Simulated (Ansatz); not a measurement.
trans-NiH2(PH3)2 (NiP₂H₈), 11 atoms. Hardware: 2 threads of Intel Xeon 6975P-C on a shared host.

The 6-31G sets use Cartesian d functions. Correlated methods freeze 15 core orbitals; core or outer-core shells of Ni are correlated, in sets that lack core-valence functions.

**Question.** How many basis functions does each of these Ansatz runs have, and roughly what does it cost? HF/6-31G, charge 0 singlet, energy, from earlier orbitals; ωB97M-V/def2-TZVP, charge 0 singlet, energy, from earlier orbitals; PBE0-D4/def2-SVP, charge 0 triplet, energy with a search over starts; def2-TZVP, charge 0 triplet, CASSCF(8,5) and NEVPT2 averaged over 10 triplets and 15 singlets; r2SCANh-D4/def2-TZVP, charge 0 triplet, energy, from earlier orbitals; BHLYP-D4/def2-TZVP, charge 0 singlet, energy, from earlier orbitals; PBE-D4/def2-SVP, charge 0 singlet, energy, from earlier orbitals; PBE-D4/def2-SVP, charge 0 triplet, relaxation, 13 steps; LDA (SPW92)/def2-TZVP, charge 0 triplet, energy, from earlier orbitals; r2SCANh-D4/def2-TZVP, charge 1 doublet at the geometry of the charge 0 singlet, energy, from earlier orbitals; PBE-QIDH/def2-TZVP, charge 0 singlet, energy and forces, from earlier orbitals; PBE-D4/def2-SVP, charge 0 singlet, frequencies.

**Answer.** Other jobs shared the machine, so times can vary by a factor of up to 3. A dash marks memory too small to be measured apart from the calling script's.

```
                                                                                                          run  functions  wall time  peak host memory (GiB)
                                                    HF/6-31G, charge 0 singlet, energy, from earlier orbitals         71      0.5 s                       –
                                             PBE-D4/def2-SVP, charge 0 singlet, energy, from earlier orbitals        107     0.95 s                       –
                                       LDA (SPW92)/def2-TZVP, charge 0 triplet, energy, from earlier orbitals        167      1.4 s                       –
                                          BHLYP-D4/def2-TZVP, charge 0 singlet, energy, from earlier orbitals        167      2.4 s                       –
                                         PBE0-D4/def2-SVP, charge 0 triplet, energy with a search over starts        107      5.5 s                       –
                                           ωB97M-V/def2-TZVP, charge 0 singlet, energy, from earlier orbitals        167      6.5 s                    0.57
                                        r2SCANh-D4/def2-TZVP, charge 0 triplet, energy, from earlier orbitals        167      7.5 s                    0.68
                               PBE-QIDH/def2-TZVP, charge 0 singlet, energy and forces, from earlier orbitals        167        9 s                    0.57
r2SCANh-D4/def2-TZVP, charge 1 doublet at the geometry of the charge 0 singlet, energy, from earlier orbitals        167       15 s                    0.95
                def2-TZVP, charge 0 triplet, CASSCF(8,5) and NEVPT2 averaged over 10 triplets and 15 singlets        167       27 s                     0.8
                                                      PBE-D4/def2-SVP, charge 0 triplet, relaxation, 13 steps        107       47 s                       –
                                                               PBE-D4/def2-SVP, charge 0 singlet, frequencies        107       49 s                       –
```
